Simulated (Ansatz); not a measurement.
`C[Si](C)(Cl)CCCCc1ccc(/N=N/c2ccccc2)cc1` with charge -1. The state is a doublet with charge -1. Geometry PBE-D4/def2-SVP, that of the neutral singlet; atoms count from 1.

| atom | x (Å) | y (Å) | z (Å) |
| --- | --- | --- | --- |
| C1 | -3.3455 | 4.7509 | -0.0973 |
| Si2 | -3.2522 | 2.8743 | -0.0109 |
| C3 | -4.8219 | 2.0670 | -0.6628 |
| Cl4 | -1.6641 | 2.2579 | -1.2647 |
| C5 | -2.8118 | 2.2856 | 1.7305 |
| C6 | -2.7497 | 0.7584 | 1.9002 |
| C7 | -2.1544 | 0.2898 | 3.2363 |
| C8 | -0.6516 | 0.6021 | 3.4244 |
| C9 | 0.2246 | -0.0792 | 2.4006 |
| C10 | 0.5804 | 0.5711 | 1.1950 |
| C11 | 1.3273 | -0.0781 | 0.2125 |
| C12 | 1.7520 | -1.4114 | 0.4188 |
| N13 | 2.5096 | -2.1628 | -0.5039 |
| N14 | 2.8222 | -1.5496 | -1.5683 |
| C15 | 3.5767 | -2.3065 | -2.4935 |
| C16 | 3.9341 | -1.6396 | -3.6852 |
| C17 | 4.6821 | -2.3032 | -4.6663 |
| C18 | 5.0775 | -3.6362 | -4.4627 |
| C19 | 4.7205 | -4.3055 | -3.2743 |
| C20 | 3.9752 | -3.6501 | -2.2915 |
| C21 | 1.4091 | -2.0690 | 1.6197 |
| C22 | 0.6536 | -1.4097 | 2.5939 |
| H23 | -2.4006 | 5.2131 | 0.2527 |
| H24 | -4.1724 | 5.1275 | 0.5409 |
| H25 | -3.5299 | 5.0907 | -1.1363 |
| H26 | -5.6900 | 2.3366 | -0.0251 |
| H27 | -4.7271 | 0.9625 | -0.6703 |
| H28 | -5.0364 | 2.3988 | -1.6987 |
| H29 | -1.8335 | 2.7551 | 1.9768 |
| H30 | -3.5425 | 2.7296 | 2.4449 |
| H31 | -2.1640 | 0.3134 | 1.0661 |
| H32 | -3.7744 | 0.3399 | 1.8021 |
| H33 | -2.2971 | -0.8089 | 3.3281 |
| H34 | -2.7202 | 0.7485 | 4.0776 |
| H35 | -0.3515 | 0.2807 | 4.4436 |
| H36 | -0.4883 | 1.6999 | 3.3834 |
| H37 | 0.2488 | 1.6061 | 1.0187 |
| H38 | 1.5957 | 0.4172 | -0.7309 |
| H39 | 3.6068 | -0.5958 | -3.8078 |
| H40 | 4.9598 | -1.7794 | -5.5940 |
| H41 | 5.6646 | -4.1611 | -5.2320 |
| H42 | 5.0327 | -5.3510 | -3.1205 |
| H43 | 3.6808 | -4.1431 | -1.3539 |
| H44 | 1.7547 | -3.1046 | 1.7565 |
| H45 | 0.3902 | -1.9319 | 3.5279 |

Single mean-field runs in def2-TZVP are fitted with def2-universal-jkfit. The highest occupied level of the charge -1 doublet lies above zero (up to 0.30 eV). By energy differences its removal costs 1.05 eV (vertical, to the charge 0 singlet, at PBE0-D4/def2-TZVP); self-interaction error and the lack of diffuse functions both raise the level.

Problem. Estimate the Mulliken populations of the heavy atoms from the PBE0/def2-TZVP orbitals of Ansatz.

Solution. 
```
atom  charge (e)  spin (α − β)
  C1       -0.48          0.00
 Si2        0.46          0.00
  C3       -0.50          0.00
 Cl4       -0.26          0.00
  C5       -0.33          0.00
  C6       -0.25          0.00
  C7       -0.10          0.00
  C8       -0.29         -0.01
  C9        0.21          0.16
 C10       -0.20         -0.07
 C11       -0.26          0.16
 C12        0.12         -0.01
 N13       -0.12          0.24
 N14       -0.12          0.25
 C15        0.12         -0.02
 C16       -0.24          0.09
 C17       -0.09         -0.05
 C18       -0.16          0.17
 C19       -0.09         -0.07
 C20       -0.25          0.15
 C21       -0.24          0.08
 C22       -0.21         -0.04
```
Mulliken values and Mayer orders depend strongly on the basis.

Problem. Where does the spin sit?

Solution. Summed by element: C 0.53, Si 0.00, Cl 0.00, N 0.49, H -0.02, of 1 unpaired in all. Largest on single atoms: N14 0.25, N13 0.24, C18 0.17.

Problem. And the Mayer bond orders between bonded heavy atoms (over 0.3)?

Solution. C1–Si2 0.99 (1.88 Å); Si2–C3 0.99 (1.88 Å); Si2–Cl4 1.15 (2.12 Å); Si2–C5 0.99 (1.89 Å); C5–C6 0.99 (1.54 Å); C6–C7 1.01 (1.54 Å); C7–C8 0.99 (1.55 Å); C8–C9 0.90 (1.51 Å); C9–C10 1.30 (1.42 Å); C9–C22 1.30 (1.41 Å); C10–C11 1.40 (1.39 Å); C11–C12 1.29 (1.41 Å); C12–N13 1.37 (1.41 Å); C12–C21 1.36 (1.41 Å); N13–N14 1.18 (1.27 Å); N14–C15 1.37 (1.41 Å); C15–C16 1.37 (1.41 Å); C15–C20 1.31 (1.42 Å); C16–C17 1.46 (1.40 Å); C17–C18 1.37 (1.41 Å); C18–C19 1.38 (1.41 Å); C19–C20 1.42 (1.40 Å); C21–C22 1.46 (1.40 Å).
